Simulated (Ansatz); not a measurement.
`ClB(Cl)B1CN1` + H₂Se → `ClB(Cl)[SeH]` + `B1CN1` at 500 K and 1 bar (cleavage of the B–B bond).

Program: Ansatz. Geometries: PBE0-D4/def2-TZVP. ΔE: electronic, gas phase. CBS: MP2 limit from def2 TZ/QZ plus the TZ coupled-cluster correction, frozen cores. This one scheme is used for every species. For Se outer-core shells are correlated without core-valence functions, which leaves a few kJ/mol of doubt a bond. Scalar relativity is left out up to krypton. One conformer a species, not always the lowest.

```tsv
species	CCSD(T)/CBS energy (Eh)	H − E (kJ/mol)	S (J/(mol·K))
`ClB(Cl)B1CN1`	-1063.75794	184.0	430.0
H₂Se	-2401.89790	53.1	237.8
`ClB(Cl)[SeH]`	-3345.76079	72.1	365.9
`B1CN1`	-119.91915	167.6	290.3
```

H − E and S are ideal-gas, rigid-rotor, harmonic terms from PBE0-D4/def2-TZVP, for one conformer and one mirror image of each species. 1 Eh = 2625.50 kJ/mol, R = 8.31446 J/(mol·K).

**Question.** By hand: ΔE, ΔH, ΔS and ΔG.

**Answer.** ΔE = (-3345.76079) + (-119.91915) − (-1063.75794) − (-2401.89790) = -0.02410 Eh = -63.3 kJ/mol. Δ(H − E) = 72.1 + 167.6 − 184.0 − 53.1 = 2.6, so ΔH = -60.7 kJ/mol. ΔS = 365.9 + 290.3 − 430.0 − 237.8 = -11.6 J/(mol·K). ΔG = -60.7 − 500 × (-11.6)/1000 = -54.9 kJ/mol.

**Question.** By hand: the equilibrium constant, and the temperature at which ΔG would vanish if ΔH and ΔS stayed fixed.

**Answer.** log₁₀ K = −ΔG/(RT ln 10) = 5.7. ΔG = 0 at ΔH/ΔS = 5233 K, far beyond where these terms or the molecules hold.

The number of gas molecules stays the same, so ΔS is small and ΔH decides. A doubt of 5 kJ/mol in ΔE shifts log₁₀ K by 0.5 here. Other conformers and mirror images would add mixing entropy, several J/(mol·K) or more a flexible species. Modes under 60 cm⁻¹, often nearly free rotors, make the harmonic entropy too high. These are equilibria of isolated gas molecules and say nothing of rates. Largest T1 diagnostic: 0.014 (customary marks: 0.02 for closed shells, 0.045 for open ones).
